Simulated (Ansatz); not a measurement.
An input meant for In(OH)3 (InO₃H₃) (charge 0, singlet; scaled by 0.92).

```yaml
crystal:
  periodic: [false, false, false]
  atoms:
    - {symbol: In, position_ang: [0.000349, -0.000008, 0.000043]}
    - {symbol: O, position_ang: [1.754725, 0.322200, 0.439579]}
    - {symbol: H, position_ang: [2.233000, -0.424846, 0.356695]}
    - {symbol: O, position_ang: [-1.231280, 1.360915, 0.076912]}
    - {symbol: H, position_ang: [-0.837705, 2.115203, 0.341175]}
    - {symbol: O, position_ang: [-0.523416, -1.683366, -0.516597]}
    - {symbol: H, position_ang: [-1.395663, -1.690088, -0.697816]}
basis:
  gaussian: {orbitals: def2-TZVPP}
hamiltonian: {xc: {name: BHLYP}, dispersion: d3bj}
kpoints: {mp_grid: {grid: [2, 2, 2]}}
output: {forces: true}
```

```sh
$ ansatz run in.yaml --threads 2 --pin off --events-out ev --progress --plain --max-ram 4352MiB
```

Output, abridged:

```
Error: invalid value for `basis.gaussian`: such a run doesn't read kpoints; remove what it names
```

(1) Something in this input is off. What?

## Answers

(1) The input holds a key that doesn't belong there. The program refused the input.
